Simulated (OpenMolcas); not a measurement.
**V4+ in Cs2ZrCl6: curves along the breathing mode**

V4+ with its 6 nearest chloride ions, on the Zr site of Cs2ZrCl6 (a = 10.407 Å, distance in the model lattice 2.446 Å). The rest of the host is ab initio model potentials to 7.6 Å and point charges beyond; the distance is set by hand and nothing relaxes. Ligand basis ANO-RCC-VDZP.

```yaml
Program: OpenMolcas 26.06
Method: CASSCF
Basis: ANO-RCC-VDZP [5s4p2d1f]
Scalar_Hamiltonian: DKH2, point nucleus
Active_space: 1 electron in 5 orbitals (3d)
State_averaging: 2S+1 = 2 even, 5 roots
Spin-orbit_coupling: RASSI with atomic mean-field integrals over the reference wave functions
```

Spin-free energies (labels of O, the rotations of Oh) in cm-1 above the lowest fitted minimum, as all ligands move together:

```tsv
R (Å)	2T2	2E
2.22	1160	21920
2.272	-30	19050
2.325	1250	18860
2.377	4500	20860
2.429	9310	24600
2.482	15500	29850
2.534	22570	36110
```

Cubic fits give the following; the wavenumber is harmonic, with the mass of all moving ligands, small differences in it between states hang on the degree of the fit, a number in brackets counts states of one label, and the table is a selection of at most 14 states with clean curves.

| State | R0 (Å) | Breathing mode (cm-1) | Minimum (cm-1) |
| --- | --- | --- | --- |
| 2T2 | 2.270 | 372 | 0 |
| 2E | 2.303 | 370 | 18650 |

The minimum of 2E is shifted by +0.0331 Å against 2T2 (from the unrounded fits). With M = 212.7 u for the moving shell, the Huang-Rhys factor in this mode is S = M ω ΔR² / 2ħ = 0.01483 × 212.7 × 372 × 0.0331² = 1.29. Only the first shell moves, against a rigid host.

An orbital triplet at a regular site is open to Jahn-Teller coupling, which can distort the site and quench the lowest spin-orbit gaps and is left out. Ligand-to-metal charge-transfer states are missing. With metal d orbitals alone and no dynamic correlation the field as a rule comes out too small, by tens of per cent, by up to half for chloride and softer ligands. The least metal-like active orbital is 73 % on the metal (Löwdin) and no ligand orbital is active, so the numbers are rough (holds for R = 2.22; R = 2.272; R = 2.325; R = 2.429; R = 2.482; R = 2.534). The least metal-like active orbital is 74 % on the metal (Löwdin) and no ligand orbital is active, so the numbers are rough (holds for R = 2.377). No measured value stands beside these numbers.
